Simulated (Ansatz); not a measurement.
Mulliken charges of `N[SiH](N)Cl` from PBE/def2-TZVPP in Ansatz (PBE0-D4/def2-TZVP geometry).

```
atom   x (Å)   y (Å)   z (Å)  charge (e)
  N1  -0.510   1.300  -0.392      -0.383
 Si2   0.353  -0.163  -0.343       0.513
  N3   0.059  -0.890   1.163      -0.381
 Cl4  -0.312  -1.188  -2.017      -0.267
  H5  -0.798   1.704  -1.266       0.156
  H6  -0.414   1.982   0.342       0.155
  H7   1.827  -0.127  -0.492      -0.102
  H8   0.679  -1.603   1.511       0.152
  H9  -0.884  -1.015   1.495       0.158
```

By hand: the dipole of these point charges (1 e Å = 4.8032 D).

Σ q r = (0.026, 0.257, 0.441) e Å, of length 0.511 e Å = 2.45 D.

How does the dipole of the full density compare? (Estimate.)

The calculation gave: (-0.042, 0.207, 0.385) e Å, 2.11 D; the point charges give 1.16 times that, at 9° from its direction.

Point charges leave out the atoms' own dipoles, such as those of lone pairs, and Mulliken's split depends on the basis, so the two needn't agree.
